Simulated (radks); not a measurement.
Question: The mean radii <r> (bohr) of the occupied orbitals of an atom or ion are listed with their occupations. Method: Dirac Kohn-Sham, PW91, spin-unpolarised, spherical densities, finite nucleus; Fermi nuclear charge, rms radius of each element as measured or else 0.836 A^(1/3) + 0.57 fm; computed with a radial shooting solver on a logarithmic mesh with Libxc functionals.

| orbital | occ. | <r> |
|---|---|---|
| 1s1/2 | 2 | 0.02666 |
| 2s1/2 | 2 | 0.1142 |
| 2p1/2 | 2 | 0.09619 |
| 2p3/2 | 4 | 0.1020 |
| 3s1/2 | 2 | 0.3060 |
| 3p1/2 | 2 | 0.2960 |
| 3p3/2 | 4 | 0.3077 |
| 3d3/2 | 4 | 0.2785 |
| 3d5/2 | 6 | 0.2821 |
| 4s1/2 | 2 | 0.7136 |
| 4p1/2 | 2 | 0.7413 |
| 4p3/2 | 4 | 0.7685 |
| 4d3/2 | 4 | 0.8551 |
| 4d5/2 | 5 | 0.8652 |
| 5s1/2 | 2 | 1.688 |
| 5p1/2 | 2 | 1.870 |
| 4f5/2 | 1 | 1.482 |

Name the element and its charge. Open shells, if any, fill j = l - 1/2 first.

Answer: Z = 54, xenon, charge +4: Xe4+ in [Kr] 4d9 5s2 5p2 4f1. The 1s radius gives Z: for a bare nucleus <r> = (2 gamma + 1)/(2Z) with gamma = sqrt(1 - (Z/c)^2), 0.02628 bohr for Z = 54, and screening makes it slightly larger (0.02666 here). The occupations add up to 50, and the charge is Z minus that.
